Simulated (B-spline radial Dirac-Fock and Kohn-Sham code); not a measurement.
Model: the Dirac equation of a negative muon with reduced mass in the field of a spherical finite nucleus, with the Uehling potential to all orders; nuclear polarisation, deformation, hyperfine structure, self-energy, higher-order vacuum polarisation, relativistic recoil and electron screening are left out. Program: a radial atomic solver. The nuclear charge is a Fermi distribution (skin thickness 2.3 fm).

Question: A muonic atom of atomic mass 153.92 u emits these computed lines: 2p3/2 → 1s1/2 4775 keV, 3d5/2 → 2p3/2 1635 keV, 4f7/2 → 3d5/2 586.3 keV, 5g9/2 → 4f7/2 269.9 keV. Which element is it, and what rms charge radius was used?

Answer: Terbium (Z = 65, nuclide ¹⁵⁴Tb); the high transitions hardly feel the nucleus and fix Z. The 2p → 1s line lies 4846 keV below the value for a point nucleus without QED, which for this nuclear model gives a radius near 5.03 fm (5.0333 fm was used).
